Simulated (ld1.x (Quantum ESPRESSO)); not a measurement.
# Os: one change to an ultrasoft potential, before and after

osmium, ultrasoft, made with ld1.x (Quantum ESPRESSO) 7.5 (LDA (PZ), fully relativistic). Core [Kr] 4d10 4f14, reference 5s2 5p6 5d6 6s2 6p0. Waves: 5s (bound): rcut 1.35, rcutus 1.55 bohr; 6s (bound): rcut 1.35, rcutus 1.55 bohr; 5p (bound): rcut 2.20, rcutus 2.45 bohr; 6p (bound, empty): rcut 2.20, rcutus 2.45 bohr; 5d (bound): rcut 2.50, rcutus 2.65 bohr; 5d channel at 1.05 Ry: rcut 2.50, rcutus 2.65 bohr. Local part: all-electron potential smoothed inside 2.40 bohr (lloc = -1). Core correction: a·sin(br)/r model core inside 1.25 bohr. Augmentation charge: PSQ, inside the norm-conserving radii.

Open shells are filled in proportion to 2j + 1 (rel_dist='average').

All-electron outer shells of the reference configuration (LDA (PZ), scalar-relativistic, ld1.x):

```csv
shell,level (eV),outermost node (bohr),outermost maximum (bohr)
4d,-272.73,0.21,0.44
5s,-91.84,0.51,0.91
4f,-52.30,–,0.40
5p,-51.05,0.55,1.03
5d,-6.46,0.60,1.36
6s,-6.39,1.20,2.48
6p,-1.40,1.43,3.51
```

Change: waves 5p (bound): rcut 2.16, rcutus 2.28 bohr; 6p (bound): rcut 2.16, rcutus 2.28 bohr.

Cutoffs: the cutoffs (Ry, on a coarse ladder) from which the occupation-weighted sum of valence levels, in a spherical-Bessel basis at the reference potential, stays within 10 and 1 mRy of its value at 400 Ry; they do not see the model core or the augmentation charge, which bear on the density cutoff. Errors are all-electron minus pseudo energies relative to the spin-unpolarised reference configuration.

Problem. What does the change do?

Solution. The potential gets neither clearly harder nor softer (30 Ry and 45 Ry → 30 Ry and 45 Ry); the s channel sets the loose cutoff, while the largest relative change is in p, which becomes harder; the number of tests with a reliable result goes from 6 to 0 (the test run of the changed file stopped, so its transferability is not established); neither file shows a bound ghost.

```csv
quantity,base,changed
"cutoff, loose",30 Ry,30 Ry
"cutoff, tight",45 Ry,45 Ry
loose cutoff by channel (10 mRy a level),"s 25 Ry, p 12 Ry, d 12 Ry","s 25 Ry, p 15 Ry, d 12 Ry"
bound ghosts,none,none
tests with a reliable result,6 of 7,0 of 7 (the test run stopped)
s: phases at 2.90 bohr within 0.05 rad from the reference energy up to (Ry; the scan ends near 5),n/a,n/a
p1/2: phases at 2.90 bohr within 0.05 rad from the reference energy up to (Ry; the scan ends near 5),3.0,3.9
p3/2: phases at 2.90 bohr within 0.05 rad from the reference energy up to (Ry; the scan ends near 5),3.9,3.2
d3/2: phases at 2.90 bohr within 0.05 rad from the reference energy up to (Ry; the scan ends near 5),1.9,1.9
d5/2: phases at 2.90 bohr within 0.05 rad from the reference energy up to (Ry; the scan ends near 5),1.9,1.9
lowest overlap eigenvalue by channel,"s 0.19, p1/2 0.79, p3/2 0.80, d3/2 0.14, d5/2 0.16","s 0.19, p1/2 0.78, p3/2 0.09, d3/2 0.14, d5/2 0.16"
```
